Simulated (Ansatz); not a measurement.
The cluster V3⁻, relaxed as a triplet with UKS PBE0-D4/def2-TZVPD in Ansatz, starting from the PBE0-D4/def2-TZVPD geometry of the charge -1 singlet. Force threshold 0.02 eV/Å.

The charge -1 triplet is spin-contaminated (final ⟨S²⟩ up to 6.72, 2.00 for a pure state). The highest occupied level of the charge -1 triplet lies above zero (up to 0.14 eV). It is a level of β spin, whose loss leaves a quartet; that state wasn't run at this geometry and level. The electron is either unbound and held by the finite basis, or the level is raised by self-interaction error. The relaxation made no stability test and no search for a lower SCF solution. The structure comes from a short search, and lower isomers may exist.

Start:

```tsv
atom	x (Å)	y (Å)	z (Å)
V1	1.100	-0.637	0.477
V2	-0.542	1.122	0.133
V3	-0.558	-0.485	-0.610
```

```
        step  energy (eV)  largest force component (eV/Å)  SCF passes
           1  -77039.9712                           2.016         145
           2  -77040.1274                           1.726          75
           3  -77040.5811                           0.494         118
           4  -77040.7877                           0.591         174
           5  -77041.0374                           0.113         132
6 (rejected)  -77040.9121                           0.711         149
           7  -77041.0428                           0.096          86
           8  -77041.0446                           0.063          77
           9  -77041.0455                           0.007          73
          10  -77041.0455                           0.005          62
          11  -77041.0456                           0.000          61
```

Force components are those of the run's own axes.

End:

```xyz
3

V     1.3661   -0.6839    0.6405
V    -0.5333    1.4827    0.3038
V    -0.8328   -0.7988   -0.9442
```

By distances, no bond broke or formed. The bond that changes most is V2–V3, from 1.77 to 2.62 Å (atoms count from 1).

The force fell under the threshold at step 9, but the optimiser went on. No frequencies were taken in this run, so the end may be a saddle point.

It took 82 s on 4 threads of Arm Neoverse V2 on a shared host, peak host memory 0.56 GiB.
